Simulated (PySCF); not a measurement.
## TDDFT excited states: C3H9Bi

Species: BiMe3, C3H9Bi.
Cartesian coordinates in Å at the PBE0-D3(BJ)/def2-SVP level; atoms count from 1:
```
atom  x, y, z in Å
Bi1    0.0122    0.0073    1.2918
C2     1.9032   -0.0018    0.0295
H3     2.5470    0.8407    0.3180
H4     1.6272    0.0883   -1.0300
H5     2.4454   -0.9438    0.1920
C6    -0.9510    1.6446    0.0426
H7    -0.8212    1.4087   -1.0224
H8    -0.4754    2.6091    0.2690
H9    -2.0223    1.7050    0.2804
C10   -0.9493   -1.6413    0.0558
H11   -2.0357   -1.6343    0.2217
H12   -0.5433   -2.6164    0.3590
H13   -0.7368   -1.4659   -1.0076
```

Level of theory: PySCF 2.14.0, density-fitted response routines, TDDFT B3LYP/def2-SVPD, vertical, gas phase, core orbitals frozen in the response, def2 core potentials past Kr. Spin–orbit coupling is left out.

Question: List the vertical singlet excitations with oscillator strengths and describe the spectrum.

Answer: 

```
state  λ (nm)  E (eV)       f  main configurations (H = HOMO, L = LUMO)
   S1   222.6    5.57   0.105                            H→L/L+1 (≥92%)
   S2   222.5    5.57   0.106                            H→L/L+1 (≥92%)
   S3   211.7    5.86   0.099                               H→L+2 (97%)
   S4   198.4    6.25   0.083                               H→L+3 (93%)
   S5   195.6    6.34  0.0000                      H-2/H-1→L/L+1 (≥94%)
   S6   188.2    6.59   0.061  H-2/H-1→L/L+1 (≥60%), H-2/H-1→L+2 (≥17%)
   S7   188.1    6.59   0.064  H-2/H-1→L/L+1 (≥60%), H-2/H-1→L+2 (≥17%)
   S8   178.0    6.97   0.345                      H-2/H-1→L/L+1 (≥80%)
   S9   174.5    7.11   0.053    H-2/H-1→L+2 (≥63%), H-2/H-1→L+3 (≥24%)
  S10   174.3    7.11   0.056    H-2/H-1→L+2 (≥64%), H-2/H-1→L+3 (≥23%)
```

Triplets (Tamm–Dancoff): T1 4.76 eV, H→L/L+1 (≥93%); T2 4.76 eV, H→L/L+1 (≥93%); T3 5.33 eV, H→L+2 (51%), H→L+3 (15%), H-2/H-1→L/L+1 (≥14%).

The lowest singlet level (S1/S2) lies at 5.57 eV (223 nm, ultraviolet) and is strong. The most intense listed level is S8 at 6.97 eV (178 nm, f = 0.345), 1.40 eV above S1. S1/S2, S6/S7 and S9/S10 lie within about 0.01 eV of each other in each set. Löwdin shares by element: HOMO bismuth 53%, carbon 37%; LUMO (one of a set within 0.03 eV) bismuth 48%, carbon 27% or more (atoms not listed hold the other 25%). Orbital energies (eV): HOMO-3 -10.55, HOMO-2 -7.55, HOMO-1 -7.55, HOMO -6.44, LUMO -0.17, LUMO+1 -0.16, LUMO+2 0.25. Of the 10 states listed, 9 reach f = 0.01 and 1 stays under 0.0005. The listed states span 1.54 eV, and the widest gap between neighbours is 0.39 eV (S3 to S4). Orbitals of the list HOMO-3 to LUMO+2 that lie within 0.01 eV of each other are written together with a slash and their weights summed (≥ marks a lower bound); for degenerate orbitals outside that list single weights are arbitrary. Singlets were solved by full linear response, triplets in the Tamm–Dancoff approximation.

The run took 16 s of wall time on Arm Neoverse V2, one thread, shared host.
